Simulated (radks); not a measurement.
Values are calculated unless marked as measured or tabulated.
Q: Valence configurations of Pr I (all share [Xe]). Code: a radial shooting solver on a logarithmic mesh with Libxc functionals. Model: scalar-relativistic Kohn-Sham, PBEsol, spin-unpolarised, spherical densities, finite nucleus; Fermi nuclear charge, rms radius 4.8919 fm. Order these by energy: 4f1 6s2 6p2; 4f3 6p2; 4f2 6s2 6p1; 4f3 6s1 6p1; 4f2.5 6s2 6p0.5; 4f3 5d1 6s1; 4f3 6s2; 4f2.5 5d0.5 6s2; 4f2.5 6s1.5 6p1.

A: From the lowest, in eV above it: 4f3 6s2 0.000; 4f2.5 5d0.5 6s2 0.077; 4f2.5 6s2 6p0.5 0.820; 4f3 5d1 6s1 1.572; 4f2.5 6s1.5 6p1 2.112; 4f3 6s1 6p1 2.291; 4f2 6s2 6p1 3.438; 4f3 6p2 4.668; 4f1 6s2 6p2 15.026. NIST lists [Xe] 4f3 6s2 as the ground configuration; this level of theory agrees among the configurations tried. The energies are those of spherical spin-averaged densities, not of single terms. No valid solution was reached for [Xe] 4f3 5d2.
